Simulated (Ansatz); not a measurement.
Ansatz (a quantum-chemistry and plane-wave program) input (B3LYP/jun-cc-pV(T+d)Z): A basis named .json is the Basis Set Exchange file of that set (core-valence sets with the plain set on hydrogen).

Ansatz 0.2 input:
```yaml
crystal:
  periodic: [false, false, false]
  atoms:
    - {symbol: Si, position_ang: [0.00000000, 0.00000000, 0.00000000]}
basis:
  gaussian:
    orbitals: jun-cc-pV_T+d_Z.json
hamiltonian:
  xc: {name: B3LYP}
magnetization: {spin_polarized: true, initial_magnetization: 2}
scf: {lower_state_search: full}
```

Output:

```
Functional definition: B3LYP
integrals: 0.01 GiB planned
354 factors; their error is unknown
mean field: 0.17 GiB planned
mean field evaluation 1: about -7874.7488 eV, gradient 3.1e0 eV
mean field evaluation 2: about -7874.8317 eV, gradient 1.4e0 eV
mean field evaluation 4: about -7874.8424 eV, gradient 5.2e-2 eV
mean field evaluation 8: about -7874.8879 eV, gradient 3.5e-4 eV
mean field evaluation 16: about -7874.8877 eV, gradient 9.1e-2 eV
mean field evaluation 32: about -7874.8878 eV, gradient 6.0e-2 eV
mean field -7874.88787013 eV, -289.3967914365 hartree, gradient 1.9e-5 eV, S^2 2.004068; 5 other end points of the search recorded, 0 dependent functions left out
reference -7874.88805399 eV, -289.3967981933 hartree; 8, 6 occupied and 40, 42 virtual orbitals, 354 factors
Total energy: -7874.88805399 eV, -289.3967981933 hartree
```
